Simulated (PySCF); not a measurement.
H7NSi2, charge +1, doublet, geometry from GFN2-xTB (a state made from the parent by changing its charge; the spin is typed, not shown lowest), with bond 5-1 at 2.4 times its length; CASCI(5,7)+NEVPT2/6-31G in PySCF.

Here is a job for PySCF.
```python
from pyscf import gto, scf, mcscf, mrpt
import numpy

mol = gto.Mole()
mol.atom = '''
    Si    1.578387   -0.219267    0.331309
    N    -0.035482   -0.414052   -0.336083
    Si   -1.559366    0.441227   -0.151145
    H     2.431570   -0.151170   -0.870616
    H     1.475001    2.583731    2.401071
    H     1.827076   -1.524122    0.976743
    H    -0.102774   -1.199293   -0.973455
    H    -2.498376   -0.628416    0.237833
    H    -1.886195    0.834239   -1.536715
    H    -1.324527    1.511030    0.802789
'''
mol.basis = '6-31g'
mol.charge = 1
mol.spin = 1
mol.verbose = 4
mol.build()

mf = scf.ROHF(mol)
mf.kernel()
mc = mcscf.CASCI(mf, 7, 5)
mc.fix_spin_(ss=0.75)
mc.kernel()
occ = numpy.linalg.eigvalsh(mc.fcisolver.make_rdm1(mc.ci, mc.ncas, mc.nelecas))[::-1]
ss = mc.fcisolver.spin_square(mc.ci, mc.ncas, mc.nelecas)[0]
print('natural occupations', occ.round(4), ' <S^2>', round(ss, 4))
e2 = mrpt.NEVPT(mc).kernel()
print('E(NEVPT2) = %.10f' % (mc.e_tot + e2))
```

It wrote (shortened):

```
PySCF version 2.14.0

[INPUT] verbose = 4
[INPUT] num. atoms = 10
[INPUT] num. electrons = 41
[INPUT] charge = 1
[INPUT] spin (= nelec alpha-beta = 2S) = 1
[INPUT] symmetry False subgroup None
[INPUT] Mole.unit = angstrom
[INPUT] Symbol           X                Y                Z      unit          X                Y                Z       unit  Magmom
[...]
nuclear repulsion = 150.652070153907
number of shells = 33
number of NR pGTOs = 142
number of NR cGTOs = 49
basis = 6-31g
ecp = {}

******** <class 'pyscf.scf.rohf.ROHF'> ********
method = ROHF
initial guess = minao
damping factor = 0
level_shift factor = 0
DIIS = <class 'pyscf.scf.diis.CDIIS'>
diis_start_cycle = 1
diis_space = 8
diis_damp = 0
SCF conv_tol = 1e-09
SCF conv_tol_grad = None
SCF max_cycles = 50
direct_scf = True
direct_scf_tol = 1e-13
num. doubly occ = 20  num. singly occ = 1
Set gradient conv threshold to 3.16228e-05
init E= -635.890488730546
[...]
cycle= 1 E= -635.73122345043  delta_E= 0.159  |g|= 0.348  |ddm|= 1.85
[...]
cycle= 2 E= -635.806487975534  delta_E= -0.0753  |g|= 0.131  |ddm|= 0.574
[...]
cycle= 3 E= -635.812556461317  delta_E= -0.00607  |g|= 0.0589  |ddm|= 0.174
[...]
cycle= 4 E= -635.813728313214  delta_E= -0.00117  |g|= 0.00765  |ddm|= 0.0658
[...]
cycle= 5 E= -635.813755536841  delta_E= -2.72e-05  |g|= 0.00458  |ddm|= 0.0291
[...]
cycle= 6 E= -635.81377492593  delta_E= -1.94e-05  |g|= 0.00296  |ddm|= 0.0241
[...]
cycle= 7 E= -635.813799998734  delta_E= -2.51e-05  |g|= 0.00128  |ddm|= 0.0158
[...]
cycle= 8 E= -635.813804647431  delta_E= -4.65e-06  |g|= 0.000628  |ddm|= 0.00563
[...]
cycle= 9 E= -635.813805403897  delta_E= -7.56e-07  |g|= 0.000266  |ddm|= 0.00177
[...]
cycle= 10 E= -635.81380560957  delta_E= -2.06e-07  |g|= 0.000151  |ddm|= 0.00099
[...]
cycle= 11 E= -635.813805690843  delta_E= -8.13e-08  |g|= 9.46e-05  |ddm|= 0.000626
[...]
cycle= 12 E= -635.813805731622  delta_E= -4.08e-08  |g|= 5.62e-05  |ddm|= 0.000517
[...]
cycle= 13 E= -635.813805747707  delta_E= -1.61e-08  |g|= 2.37e-05  |ddm|= 0.00041
[...]
cycle= 14 E= -635.813805749855  delta_E= -2.15e-09  |g|= 8.56e-06  |ddm|= 0.000153
[...]
cycle= 15 E= -635.813805750014  delta_E= -1.59e-10  |g|= 3.69e-06  |ddm|= 4.45e-05
[...]
Extra cycle  E= -635.813805750013  delta_E= 1.71e-12  |g|= 2.91e-06  |ddm|= 1.69e-05
converged SCF energy = -635.813805750013

******** <class 'pyscf.mcscf.casci.CASCI'> ********
CAS (3e+2e, 7o), ncore = 18, nvir = 24
natorb = False
canonicalization = True
sorting_mo_energy = False
[...]
CASCI E = -635.814338167458  E(CI) = -5.25651142831691  S^2 = 0.7500000
[...]
0 Si 2s          0.00349   0.00223
0 Si 3s          0.28359   0.21478
0 Si 4s          0.00237   0.05074
0 Si 2px        -0.00004  -0.00006
0 Si 2py        -0.00112  -0.00093
0 Si 2pz        -0.00090  -0.00074
0 Si 3px        -0.46280   0.52101
0 Si 3py         0.50772   0.30348
0 Si 3pz         0.38072   0.48399
0 Si 4px        -0.32541   0.30447
0 Si 4py         0.00741  -0.05308
0 Si 4pz         0.02555   0.13103
1 N 1s          -0.00022  -0.00004
1 N 2s          -0.18360   0.17115
1 N 3s          -0.07736   0.09879
1 N 2px         -0.20784   0.14352
1 N 2py         -0.08452  -0.03775
1 N 2pz         -0.15374   0.00602
1 N 3px         -0.09304   0.09959
1 N 3py         -0.01661   0.01160
1 N 3pz         -0.06130   0.02951
2 Si 1s          0.00004  -0.00001
2 Si 2s          0.00095  -0.00053
2 Si 3s         -0.01905  -0.01097
2 Si 4s         -0.00501   0.00969
2 Si 2px        -0.00041   0.00040
2 Si 2py         0.00004  -0.00026
2 Si 2pz        -0.00020  -0.00013
2 Si 3px        -0.09374  -0.05250
2 Si 3py        -0.00620   0.02428
2 Si 3pz         0.00852   0.02657
2 Si 4px        -0.09705   0.02996
2 Si 4py         0.01526  -0.03435
2 Si 4pz         0.03337   0.01170
3 H 1s           0.06723  -0.22626
3 H 2s           0.07671  -0.04039
4 H 1s          -0.10063  -0.08103
4 H 2s          -0.01951  -0.01833
5 H 1s          -0.07076  -0.30717
5 H 2s           0.01251  -0.07677
6 H 1s           0.14194   0.02656
6 H 2s           0.00619   0.00927
7 H 1s          -0.05172   0.01190
7 H 2s          -0.02072  -0.00110
8 H 1s          -0.01323   0.03410
8 H 2s          -0.00295   0.00854
9 H 1s           0.00029   0.00720
9 H 2s           0.00976  -0.00969
<CAS-nat-orb|mo-hf>  19     19       0.99813900
<CAS-nat-orb|mo-hf>  20     20       0.99813641
<CAS-nat-orb|mo-hf>  21     21       0.99999977
<CAS-nat-orb|mo-hf>  22     25       0.87783757
<CAS-nat-orb|mo-hf>  23     24       0.94410483
<CAS-nat-orb|mo-hf>  24     22       0.70274284
<CAS-nat-orb|mo-hf>  24     23      -0.59384829
<CAS-nat-orb|mo-hf>  25     22       0.66561406
<CAS-nat-orb|mo-hf>  25     23       0.70926767
Sr    (-1)',   E = -0.00179829443762
Si    (+1)',   E = -0.00236153669078
Sijrs (0)  ,   E = -0.09793957570752
Sijr  (+1) ,   E = -0.03173015344269
Srsi  (-1) ,   E = -0.04781535127627
Srs   (-2) ,   E = -0.01276632540066
Sij   (+2) ,   E = -0.00938902114710
Sir   (0)' ,   E = -0.01369179796253
Nevpt2 Energy = -0.217492056065174
E(NEVPT2) = -636.0318302235
```
